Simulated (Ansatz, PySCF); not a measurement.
Torsion H4–N1–Ge2–Br3 in BrGeH2N (SMILES [NH2][Ge][Br]); at each angle all else is relaxed with GFN2-xTB, and the levels are single points there.
Geometry at 0° (charge 0, multiplicity 1):
| atom | x (Å) | y (Å) | z (Å) |
|---|---|---|---|
| N | -0.7116 | 0.0049 | -0.0667 |
| Ge | 0.7227 | -1.0574 | -0.3707 |
| Br | 1.9971 | 0.5969 | -1.4690 |
| H | -0.8363 | 0.9757 | -0.3203 |
| H | -1.5382 | -0.3234 | 0.4088 |

On the grid 0° to 330°, 270° is the highest and 0° the lowest point at CCSD(T)/CBS(cc-pVTZ, cc-pVQZ).

Frozen-core correlation. Filled d and f shells under p-block atoms count as core. CBS(a, b) extrapolates the correlation energy as X⁻³ and adds the Hartree–Fock energy of set b.

The values were computed with Ansatz (Gaussian orbitals); PySCF for the dispersion terms. 

PBE/def2-TZVPP gives 11.68 kcal/mol for the energy at 270° less that at 0°.

Question: Predict the shift from PBE, with its sign, for: PBE-D3(BJ)/def2-TZVPP, r2SCAN/def2-TZVPP, PBE0/def2-TZVPP, wB97M-V/def2-TZVPP, MP2/CBS(cc-pVTZ, cc-pVQZ), CCSD(T)/CBS(cc-pVTZ, cc-pVQZ).

Answer: PBE-D3(BJ)/def2-TZVPP 0.03; r2SCAN/def2-TZVPP 1.21; PBE0/def2-TZVPP 0.55; wB97M-V/def2-TZVPP 0.76; MP2/CBS(cc-pVTZ, cc-pVQZ) 1.09; CCSD(T)/CBS(cc-pVTZ, cc-pVQZ) 0.49 kcal/mol. 6 of 6 lie above PBE; the widest gap is to r2SCAN/def2-TZVPP.

Ansatz is a first-principles code.
